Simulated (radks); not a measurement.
Question: These are the eigenvalues of the occupied orbitals of an atom or ion with whole-number occupations (hartree). All-electron calculation, scalar-relativistic Kohn-Sham, Slater X-alpha with alpha = 1.038, spin-unpolarised, spherical densities, finite nucleus; Fermi nuclear charge, rms radius of each element as measured or else 0.836 A^(1/3) + 0.57 fm. Program: a radial shooting solver on a logarithmic mesh with Libxc functionals.

1s: -408.7007
2s: -53.01990
2p: -46.82297
3s: -7.95811
3p: -6.01041
3d: -2.75691
4s: -1.63095

Which element is it, and in what charge state? The configuration may be excited.

Answer: Z = 32, germanium, charge +3: Ge3+ in [Ar] 3d10 4s1. The list shows which subshells hold electrons but not how many an open one holds; the 1s level, -408.7 hartree, gives Z - s = 28.6 by -(Z - s)^2/2, which with screening and relativity narrows Z to a few neighbours, and the depths of the outer levels then fix element, charge and occupations together.
